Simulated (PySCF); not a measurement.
C10H12O, SMILES c1cc(OCC)ccc1C=C, GFN2-xTB optimised geometry. Atoms within 1.6 Å of the plane z = 0.0 Å (x, y, z in Å): C1 (2.89, 3.32, 0.00), C2 (1.56, 3.32, 0.00), C3 (0.68, 2.16, 0.00), C4 (-0.70, 2.35, 0.01), C5 (-1.57, 1.29, 0.01), C6 (-1.09, -0.02, 0.01), O7 (-2.03, -1.00, 0.01), C8 (-1.62, -2.36, 0.01), C9 (-2.87, -3.22, 0.02), C10 (0.29, -0.23, 0.00), C11 (1.15, 0.85, -0.01), H12 (3.45, 4.24, 0.00), H13 (3.47, 2.42, 0.00), H14 (1.04, 4.27, 0.00), H15 (-1.10, 3.36, 0.02), H16 (-2.64, 1.44, 0.02), H17 (-1.01, -2.56, 0.90), H18 (-1.02, -2.57, -0.89), H19 (-3.46, -3.01, 0.91), H20 (-3.47, -3.01, -0.86), H21 (-2.59, -4.27, 0.02), H22 (0.70, -1.23, -0.01), H23 (2.21, 0.65, -0.01).

Calculation: PBE0/def2-SVP (PySCF). Cells within 0.4 Å of a nucleus heavier than hydrogen are left out (blank, or x).

Map of the electrostatic potential (hartree/e), clipped to [-0.08, 0.12] on the plane z = 0.0 Å:

```
|2222222333333333333333333333322|
|2222223333333333333333333333332|
|2222233333333333333333333333332|
|2222233333333333455333454333332|
|2222233333334444899644999533332|
|2222333333345545999979999533332|
|2222333333479965999999999433332|
|222233333349999799xx9xx99433333|
|222233333349999999xx99x99433333|
|2222333344599xx9999999999533333|
|2222333468999xx9xx9977999633333|
|2222333699999999999965797433333|
|22222337999xx999999998554433333|
|22222234999999999xx999744333333|
|2222222235999999999999743333333|
|222222111499xx9xx99998543333333|
|222221100999999xx99544433333333|
|2222211009xx9999999543333333333|
|2222221029x99989999543333333333|
|2222222249999977998443333333333|
|22222235999xx975665433333333333|
|22223359999x9974444433333333333|
|33333389xx999954443333333333333|
|33333389xx999644433333333333333|
|3333335999965444333333333333333|
|3333333699964443333333333333333|
|3333333499954433333333333333333|
|3333333356544333333333333333333|
|3333333334443333333333333333333|
|3333333333333333333333333333333|
|3333333333333333333333333333333|
```
Scale: ten equal steps from -0.051 (start of '0') to 0.120 (end of '9'), in the order '0123456789'; x runs from -6.50 to 6.50, y from -6.50 (bottom) to 6.50 (top).
